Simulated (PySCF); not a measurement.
Identify the compound

Molecular formula: C₆H₁₅OPSi. Simulated spectra:

¹H NMR (500 MHz, computed): δ 7.28 (m, 1H), 4.03 (m, 3H), 2.45 (m, 1H), 2.23 (m, 1H), 2.14 (m, 1H), 1.81 (m, 1H), 1.77 (m, 1H), 1.51 (d, 3H), 1.47 (m, 1H), 1.17 (m, 1H), 0.72 (m, 1H).

¹³C{¹H} NMR (computed): δ 40.7 (CH2), 34.2 (CH2), 32.9 (CH), 31.0 (CH), 20.8 (CH3), 16.3 (CH2).

PySCF 2.14.0 with density-fitted response routines calculation with σ from GIAO-PBE0/pcSseg-1 and geometry: GFN2-xTB; non-relativistic Hamiltonian, no solvent, one averaged value for each set of equivalent atoms, single conformer.

References, each an isolated molecule treated in the same way: ¹H and ¹³C vs TMS.

Q: What is the structure?

A: 
1. 6 carbon signals for 6 carbons: no two carbons are equivalent.
2. Carbon types of the structure: 2 × CH, 3 × CH2, 1 × CH3, leaving 4 H on heteroatoms.
3. δC 40.7, 16.3: sp3 CH2 in a ring; aliphatic region, no heteroatom directly attached.
4. δC 34.2: sp3 CH2 bonded to P.
5. δC 32.9: sp3 CH in a ring; saturated and bonded to C and H only.
6. δC 20.8: methyl carbon; aliphatic region, no heteroatom directly attached.
7. δH 4.03: hydrogen on a silicon bonded to C.
8. δH 1.51: hydrogen on a methyl carbon; far from electronegative atoms and π systems.
9. δH 0.72: hydrogen on an sp3 CH bonded to P and Si; an electropositive neighbour shields it, as in TMS itself.

These data were computed for `[SiH3][C@@H]1[C@H](C)CCC[P@@H]1=O`.

This is the structure that produced the data.

Splittings by ³¹P in the carbon and heteronuclear signals aren't shown, as no couplings were computed. Shifts are as computed. Against solution values, carbons near 30 ppm lie about +3 ppm off and those near 130 ppm about +5 ppm. Of 1211 compounds with measured shifts, 218 miss one by over three times the rms of a fit or turn the order of signals round; such compounds aren't used in these exercises. Multiplicities follow the n + 1 count of equivalent neighbours, as no J values were calculated; m marks all less simple cases, F and P coupling included.
